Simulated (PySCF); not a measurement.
Electronic structure of Ge³⁺ (germanium, charge +3) at the UHF level

Configuration: [Ar] 3d10 4s1, 2S determinant. All numbers are calculated (PySCF 2.14, no relativity, point nucleus, in def2-TZVP (6s5p4d1f, 48 functions)).

```json
{
  "Total energy": "-2073.323026 hartree",
  "One-electron energy": "-2856.3939 hartree",
  "Hartree (Coulomb) energy": "859.8219 hartree",
  "Exchange energy": "-76.7509 hartree",
  "Kinetic energy": "2073.23180 hartree",
  "⟨S²⟩": "0.7503",
  "⟨L²⟩": "0.000",
  "Sum of ⟨r⟩": "15.86 bohr",
  "Sum of ⟨r²⟩": "14.81 bohr²",
  "Density at the nucleus (Gaussians lack the cusp)": "21900 bohr⁻³",
  "Spin density at the nucleus": "14.7 bohr⁻³",
  "Langevin diamagnetic susceptibility": "-11.7 ×10⁻⁶ cm³/mol",
  "Time after the integrals": "0.2 s of wall time on 1 thread of Neoverse-N1 (shared host)"
}
```

```tsv
shell	electrons	mean orbital energy (eV)	rms radius, mean of both spins (bohr)
1s α	1	-11061.6	0.0554
1s β	1	-11061.4	0.0554
2s α	1	-1453.0	0.231
2s β	1	-1452.8	0.231
2p α	3	-1292.1	0.205
2p β	3	-1292.0	0.205
3s α	1	-229.58	0.678
3s β	1	-228.92	0.678
3p α	3	-174.22	0.704
3p β	3	-173.99	0.704
3d α	5	-78.215	0.798
3d β	5	-78.056	0.798
4s α	1	-44.080	2.04
```
